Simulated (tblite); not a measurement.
Species: C3H10N3Si2 (doublet state).
Geometry (GFN2-xTB, Å), atoms numbered from 1 in this order:
```xyz
18
C3H10N3Si2 angstrom
N      3.8326    0.3330   -1.2041
C      3.2001   -0.8158   -0.5601
C      1.7529   -0.6906   -0.6097
C      0.5499   -0.5717   -0.5900
Si    -1.2530   -0.2395   -0.7960
N     -1.9171   -1.8457   -0.9143
Si    -2.2602    0.9261    0.8917
N     -3.1999    2.0892    0.0202
H      3.5133    1.1946   -0.7737
H      4.8407    0.2806   -1.1029
H      3.5034   -0.9470    0.4973
H      3.5032   -1.7142   -1.1116
H     -1.3559   -2.5906   -1.2922
H     -2.8849   -1.9794   -1.1556
H     -1.3132    1.7469    1.6537
H     -3.0581    0.2003    1.9053
H     -3.8613    1.7759   -0.6718
H     -3.6011    2.8542    0.5372
```

Level: GFN2-xTB in tblite, geometry and Hessian alike; calculated harmonic values, unscaled, isolated species. Against measured fundamentals such values can be off by several per cent, at times by over 20. Modes of hydrogen on silicon can be 10 to 20 % off. One conformer, not necessarily the lowest. Open shells enter through the occupations alone, without spin polarisation, and single modes of such species can be off by tens of per cent. The optimisation stopped once no atom felt more than 0.01 eV/Å.

Lowest wavenumbers of the output (negative numbers stand for imaginary wavenumbers):
```
mode    cm-1
  1     -23.2
  2       6.9
  3      47.6
  4      71.5
  5     124.4
  6     143.8
  7     165.7
  8     180.7
  9     199.3
 10     218.6
 11     238.2
 12     276.8
 13     316.3
 14     338.3
 15     417.7
```

Q: Is this structure a minimum?

A: Not by this Hessian. 1 mode is imaginary beyond 20i (23i cm⁻¹), so at this level the point lies at or near a first-order saddle. The curvature is small, so loose convergence or finite differences may be the whole cause.

Q: Which atoms move in the imaginary mode?

A: 23i: N8 (nitrogen bonded to Si and 2 H) 46 %, Si7 (silicon bonded to N, Si and 2 H) 12 %, H17 (hydrogen on nitrogen) 11 %. These are shares of the mass-weighted motion.

Q: What is the remedy?

A: Step along that mode in both directions, optimise again with tighter thresholds and repeat the frequencies. The zero-point energy of this point (81.5 kcal/mol) counts the 47 real modes alone, and thermal corrections from it aren't those of a minimum.

Time: 0.91 s wall. Hardware: one thread of an AMD EPYC 7B13, shared host with 64 logical CPUs at a one-minute load of 9.3. This covers the Hessian and the dipole derivatives.
